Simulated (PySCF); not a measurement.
# Ionisation energy of Kr(13+) by level of theory

Kr(13+) [Ar] 3d5 (6S) → Kr(14+) [Ar] 3d4 (5D), as a difference of total energies. Computed with PySCF 2.14 in an uncontracted even-tempered set (19 s from 0.81 bohr⁻², ratio 2.5; 13 p from 1.1 bohr⁻², ratio 2.5; 9 d from 1.1 bohr⁻², ratio 2.5; 4 f from 5.3 bohr⁻², ratio 2.7; 4 g from 7.9 bohr⁻², ratio 2.7), with the spin-free X2C one-electron Hamiltonian (Gaussian nucleus). Correlated levels: outer shells: [Ne] frozen; virtual orbitals above 40 to 60 times the deepest correlated orbital energy dropped. The calculations carry no spin-orbit coupling.

**Question.** Order these methods by the ionisation energy they give, lowest first.
A. SCS-MP2 (outer shells)
B. UHF
C. CCSD (outer shells)
D. MP2 (outer shells)

**Answer.** B (447.40 eV), A (447.78 eV), C (448.00 eV), D (448.23 eV).

Breit and QED terms and the two-electron picture change are absent.

The reference lies between the lowest fine-structure levels, while these numbers refer to the centres of the terms.

For comparison: 446 ± 3 eV (theoretical estimate listed by NIST; NIST Atomic Spectra Database, ionization energies).
